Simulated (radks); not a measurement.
Values are calculated unless marked as measured or tabulated.
Task: These are the eigenvalues of the occupied orbitals of an atom or ion with whole-number occupations (hartree). Code: a radial shooting solver on a logarithmic mesh with Libxc functionals. Model: non-relativistic Kohn-Sham, LDA (Slater exchange, Perdew-Wang correlation), spin-unpolarised, spherical densities, point nucleus.

1s: -1131.391
2s: -246.5802
2p: -238.9625

Which element is it, and in what charge state? The configuration may be excited.

Result: Z = 50, tin, charge +41: Sn41+ in [He] 2s2 2p5. The list shows which subshells hold electrons but not how many an open one holds; the 1s level, -1131.4 hartree, gives Z - s = 47.6 by -(Z - s)^2/2, which with screening narrows Z to a few neighbours, and the depths of the outer levels then fix element, charge and occupations together.
